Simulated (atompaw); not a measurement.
Varying the PAW (atompaw) potential for K (Z = 19)

Base potential:

potassium (K), PAW, made with atompaw 4.2.0.5 (PBE, scalar-relativistic). Core [Ne], reference 3s2 3p6 4s1 4p0. Waves: 3s (bound): rc 2.10 bohr; 4s (bound): rc 2.85 bohr; 3p (bound): rc 2.15 bohr; 4p (bound, empty): rc 2.85 bohr; 3d channel at 0.1 Ry: rc 2.85 bohr; 3d channel at 2.35 Ry: rc 2.85 bohr. Local part: troulliermartins scheme with l = 3 at 0 Ry, radius 2.25 bohr. Core correction: smooth core density matched at 1.80 bohr. Augmentation charge: sinc compensation charge, radius 2.50 bohr; PAW radius 2.85 bohr; waves and projectors: custom polynom vanderbiltortho.

All-electron outer shells of the reference configuration (PBE, scalar-relativistic, ld1.x):

| shell | level (eV) | outermost node (bohr) | outermost maximum (bohr) |
| --- | --- | --- | --- |
| 2s | -353.41 | 0.11 | 0.32 |
| 2p | -280.12 | – | 0.26 |
| 3s | -35.34 | 0.48 | 1.08 |
| 3p | -18.81 | 0.45 | 1.15 |
| 4s | -2.32 | 1.59 | 4.18 |
| 4p | -0.80 | 1.88 | 5.71 |

Cutoffs, loose and tight: the cutoffs (Ry, on a coarse ladder) from which the occupation-weighted sum of valence levels, in a spherical-Bessel basis at the reference potential, stays within 10 and 1 mRy of its value at 400 Ry. They see the waves, projectors and local potential, not the compensation charge or the core. A dash means not determined.

| change | outcome | cutoff, loose | cutoff, tight | bound ghosts |
| --- | --- | --- | --- | --- |
| base | generated | 15 Ry | 30 Ry | none |
| all radii scaled by about 0.79 (s 1.66, p 1.70, d 2.24 bohr); local potential troulliermartins scheme with l = 3 at 0 Ry, radius 1.78 bohr; augmentation sinc compensation charge, radius 1.96 bohr; PAW radius 2.24 bohr; waves and projectors: custom polynom vanderbiltortho; core correction smooth core density matched at 1.42 bohr | generated | 25 Ry | 40 Ry | none |
| all radii scaled by about 0.93 (s 1.96, p 2.00, d 2.66 bohr); local potential troulliermartins scheme with l = 3 at 0 Ry, radius 2.10 bohr; augmentation sinc compensation charge, radius 2.32 bohr; PAW radius 2.66 bohr; waves and projectors: custom polynom vanderbiltortho; core correction smooth core density matched at 1.68 bohr | generated | 18 Ry | 35 Ry | none |
| all radii scaled by about 1.18 (s 2.48, p 2.54, d 3.36 bohr); local potential troulliermartins scheme with l = 3 at 0 Ry, radius 2.66 bohr; augmentation sinc compensation charge, radius 2.96 bohr; PAW radius 3.36 bohr; waves and projectors: custom polynom vanderbiltortho; core correction smooth core density matched at 2.12 bohr | generated | 12 Ry | 21 Ry | none |

Question: What comes out with this change to the base: all radii scaled by about 1.12 (s 2.36, p 2.42, d 3.20 bohr); local potential troulliermartins scheme with l = 3 at 0 Ry, radius 2.54 bohr; augmentation sinc compensation charge, radius 2.82 bohr; PAW radius 3.20 bohr; waves and projectors: custom polynom vanderbiltortho; core correction smooth core density matched at 2.02 bohr?

Answer: outcome: generated; cutoff, loose: 12 Ry; cutoff, tight: 25 Ry; bound ghosts: none.

Question: What comes out with this change to the base: all radii scaled by about 1.28 (s 2.68, p 2.74, d 3.64 bohr); local potential troulliermartins scheme with l = 3 at 0 Ry, radius 2.88 bohr; augmentation sinc compensation charge, radius 3.20 bohr; PAW radius 3.64 bohr; waves and projectors: custom polynom vanderbiltortho; core correction smooth core density matched at 2.30 bohr?

Answer: outcome: generated; cutoff, loose: 10 Ry; cutoff, tight: 18 Ry; bound ghosts: none.

Question: What comes out with this change to the base: all radii scaled by about 0.84 (s 1.76, p 1.80, d 2.40 bohr); local potential troulliermartins scheme with l = 3 at 0 Ry, radius 1.90 bohr; augmentation sinc compensation charge, radius 2.10 bohr; PAW radius 2.40 bohr; waves and projectors: custom polynom vanderbiltortho; core correction smooth core density matched at 1.52 bohr?

Answer: outcome: generated; cutoff, loose: 21 Ry; cutoff, tight: 40 Ry; bound ghosts: none.

Reading the sweep of the scale of all radii (base = 1) (base included, trends over the rows without a ghost): The loose cutoff falls from 25 Ry at 0.79 to 10 Ry at 1.28. A larger radius leaves more room for a smooth pseudo-wave, so fewer plane waves are needed; a smaller one forces it to follow the all-electron wave where it bends sharply.
